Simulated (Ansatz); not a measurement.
`C[OH+][Al-]([OH])([OH])[OH]`. The species carries charge 0 and has multiplicity 1. All single points use the PBE0-D4/def2-TZVP geometry. It is one conformer, not always the lowest.

```xyz
13

C    -1.849    0.544   -0.119
O    -0.758   -0.186   -0.694
Al    0.974   -0.317    0.183
O     0.954    1.107    1.143
O     1.700   -0.232   -1.381
O     0.984   -1.765    1.093
H    -2.694    0.531   -0.808
H    -1.542    1.562    0.119
H    -2.118    0.024    0.798
H    -0.515    0.151   -1.567
H     1.120    1.043    2.082
H     2.564    0.142   -1.535
H     1.179   -2.605    0.683
```

Problem. What is the dipole moment at ωB97M-V/def2-TZVPP? (An estimate is asked.)

Solution. Ansatz gave: 2.98 D, with components (-2.47, 0.79, -1.45) D in this frame, pointing from negative to positive charge.

Problem. And with PBE, r2SCAN, B3LYP? (Best estimate.)

Solution. The calculation gave: PBE 2.91 D, r2SCAN 2.97 D, B3LYP 2.97 D.

Problem. Give the Mulliken charges with ωB97M-V, r2SCAN, B3LYP in def2-TZVPP. (Estimate.)

Solution. Computed: 
| atom | ωB97M-V | r2SCAN | B3LYP |
| --- | --- | --- | --- |
| C1 | -0.20 | -0.02 | -0.14 |
| O2 | -0.13 | -0.15 | -0.15 |
| Al3 | 0.57 | 0.60 | 0.60 |
| O4 | -0.46 | -0.50 | -0.48 |
| O5 | -0.48 | -0.52 | -0.50 |
| O6 | -0.43 | -0.47 | -0.45 |
| H7 | 0.14 | 0.08 | 0.12 |
| H8 | 0.16 | 0.11 | 0.15 |
| H9 | 0.14 | 0.08 | 0.13 |
| H10 | 0.21 | 0.23 | 0.22 |
| H11 | 0.17 | 0.20 | 0.18 |
| H12 | 0.16 | 0.19 | 0.17 |
| H13 | 0.15 | 0.18 | 0.17 |

B3LYP here is the variant with VWN-RPA as its local correlation; programs differ in this.
